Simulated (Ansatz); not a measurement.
Molecule: CH7NSi (charge 0, singlet). 
Structure (B3LYP-D3(BJ)/def2-TZVP (Ansatz, a first-principles code) minimum search):
```
N
H 1 1.0081
C 1 1.4559 2 113.51
H 3 1.0921 1 109.42 2 169.54
H 3 1.0923 4 107.16 1 120.13
H 3 1.0971 4 107.53 5 116.04
Si 1 1.7195 2 117.75 3 -155.24
H 7 1.4811 1 107.37 2 -32.05
H 7 1.4832 8 110.95 1 118.64
H 7 1.4910 8 108.09 9 116.54
```
Charge 0, spin multiplicity 1.

Quantity: vertical ionisation energy (to the doublet state of charge +1; each state is the SCF solution reached for its spin), in eV. Cores are frozen in the correlated levels unless marked. Open shells are spin-unrestricted. Spin-orbit coupling is left out. No relativistic terms. Basis-set limits of correlation are two-point, X^-3; Hartree-Fock from the larger set. [CCSD(T)-MP2]/basis is that difference in the basis named.

| level | program | vertical ionisation energy (eV) |
|---|---|---|
| SVWN5/def2-TZVPD | Ansatz | ? |
| PBE/def2-TZVPD | Ansatz | 8.81 |
| PBE0/def2-TZVPD | Ansatz | 8.94 |
| BHLYP/def2-TZVPD | Ansatz | 8.92 |
| CAM-B3LYP/def2-TZVPD | Ansatz | ? |
| wB97M-V/def2-TZVPD | Ansatz | 9.13 |
| B2PLYP/def2-TZVPD | Ansatz | 9.07 |
| SCS-MP2/aug-cc-pV(D+d)Z | Ansatz | 9.20 |
| SCS-MP2/aug-cc-pV(T+d)Z | Ansatz | 9.38 |
| CCSD/aug-cc-pV(D+d)Z | Ansatz | 8.99 |
| RI-MP2/CBS(aug-cc-pV(T+d)Z,aug-cc-pV(Q+d)Z)+[CCSD(T)-MP2]/aug-cc-pV(T+d)Z | Ansatz | 9.29 |

### Question
Some entries are withheld; supply them.

### Answer

- SVWN5/def2-TZVPD, vertical ionisation energy (eV): 8.95
- CAM-B3LYP/def2-TZVPD, vertical ionisation energy (eV): 9.09
